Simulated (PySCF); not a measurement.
# Spin states of KIn⁺

Unrestricted PBE0; basis K def2-SVPD, In def2-SVPD with ECP28; scalar-relativistic core potentials; PySCF 2.14. Outer shells of the fragments: K+ closed shells only; In 4d10 5s2 5p1.

Followed along the bond (rough minima from three points):

```tsv
2Ms+1	unpaired	⟨S²⟩ at the start	R at minimum (Å)	Te (eV)
2	σ ↑	0.75	4.08	0.00
2	π ↑	0.75	4.03	0.61
4	σ ↑↑, π ↑	3.75	4.07	4.62
```

Solutions found at the starting distance of 3.435 Å, counted from the lowest of them; the search is not exhaustive and high or unbound solutions are not listed, so other states can lie among these:

```json
{"2Ms+1": "2", "unpaired": "σ ↑", "term": "²Σ⁺", "E (eV)": "0.00", "⟨S²⟩": "0.75", "⟨Lz²⟩": "0.00", "μ (D)": "-8.69"}
{"2Ms+1": "2", "unpaired": "π ↑", "term": "²Π", "E (eV)": "0.51", "⟨S²⟩": "0.75", "⟨Lz²⟩": "1.00", "μ (D)": "-9.56"}
{"2Ms+1": "4", "unpaired": "σ ↑↑, π ↑", "term": "⁴Π", "E (eV)": "4.60", "⟨S²⟩": "3.75", "⟨Lz²⟩": "1.00", "μ (D)": "-9.30"}
{"2Ms+1": "4", "unpaired": "σ ↑, π ↑↑", "term": "⁴Σ⁻", "E (eV)": "5.10", "⟨S²⟩": "3.75", "⟨Lz²⟩": "0.00", "μ (D)": "-9.67"}
{"2Ms+1": "2", "unpaired": "δ ↑", "term": "²Δ", "E (eV)": "5.11", "⟨S²⟩": "0.75", "⟨Lz²⟩": "4.00", "μ (D)": "-8.45"}
{"2Ms+1": "4", "unpaired": "σ ↑↑↑", "term": "⁴Σ⁺", "E (eV)": "7.99", "⟨S²⟩": "3.75", "⟨Lz²⟩": "0.00", "μ (D)": "1.72"}
{"2Ms+1": "4", "unpaired": "σ ↑, π ↑↑", "term": "mixed", "E (eV)": "9.41", "⟨S²⟩": "3.75", "⟨Lz²⟩": "2.00", "μ (D)": "-0.58"}
```

A term symbol is given only where ⟨S²⟩ and ⟨Lz²⟩ are close to those of a pure state; real π, δ and φ orbitals otherwise mix terms. A positive dipole points towards In; it is taken about the centre of mass and depends on that origin.

Question: Compare the gap between the two lowest followed solutions at the starting distance with the gap between their minima.

Answer: At PBE0 the second solution (doublet, unpaired electrons π ↑) lies +0.51 eV from the first (doublet, unpaired electrons σ ↑) at 3.435 Å and +0.61 eV at the minima; the two curves relax by different amounts, since their minima lie near 4.03 and 4.08 Å.

Spin–orbit coupling is left out. Counting both spins, an empty level lies below a filled one in some of these solutions, because spin and occupation are held.
